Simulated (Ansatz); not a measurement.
Geometry optimisation, RKS PBE-D4/def2-SVP in Ansatz.

Input:

```yaml
crystal:
  periodic: [false, false, false]
  atoms:
    - { symbol: O, position_ang: [0.17152, 0.79415, 0.99725] }
    - { symbol: C, position_ang: [0.38052, -0.40838, 1.05783] }
    - { symbol: C, position_ang: [0.19822, -1.33825, -0.06556] }
    - { symbol: S, position_ang: [-0.39652, -0.55558, -1.60899] }
    - { symbol: Ga, position_ang: [-0.49967, 1.58407, -0.80763] }
    - { symbol: H, position_ang: [0.73086, -0.84629, 2.00531] }
    - { symbol: H, position_ang: [1.14876, -1.83504, -0.27844] }
    - { symbol: H, position_ang: [-0.51064, -2.11963, 0.22026] }
    - { symbol: H, position_ang: [-1.87343, 2.15787, -0.37588] }
    - { symbol: H, position_ang: [0.65039, 2.56708, -1.14415] }
basis:
  gaussian: { orbitals: def2-SVP }
hamiltonian:
  xc: pbe
  dispersion: d4
relax:
  f_tol: 0.02
  max_steps: 50
```

Command:

```bash
$ ansatz run input.yaml --threads 2 --pin off --max-ram 3072MiB --backend cpu --events-out ev --progress --plain --runs-dir out
```

**Question.** Where does it end, and by what steps?

**Answer.** The run converged. After 6 steps the energy has fallen by 0.108 eV; H9 moved furthest, 0.08 Å.

| step | energy less start (eV) | largest force component (eV/Å) | accepted |
| --- | --- | --- | --- |
| 0 | 0.0000 | 0.996 | yes |
| 1 | -0.0945 | 0.507 | yes |
| 2 | -0.1060 | 0.190 | yes |
| 3 | -0.1074 | 0.094 | yes |
| 4 | -0.1074 | 0.083 | yes |
| 5 | -0.1076 | 0.100 | yes |
| 6 | -0.1080 | 0.004 | yes |

```xyz
10
Properties=species:S:1:pos:R:3
O 0.182 0.801 1.051
C 0.385 -0.418 1.062
C 0.183 -1.316 -0.105
S -0.410 -0.544 -1.640
Ga -0.501 1.628 -0.783
H 0.748 -0.883 2.014
H 1.157 -1.844 -0.256
H -0.505 -2.124 0.245
H -1.945 2.138 -0.398
H 0.705 2.563 -1.191
```

Whether the end is a true minimum wasn't checked by a vibrational analysis.

The run took 10 s on 2 threads of Intel(R) Xeon(R) 6975P-C (Granite Rapids) (shared host), peak memory 0.18 GiB.
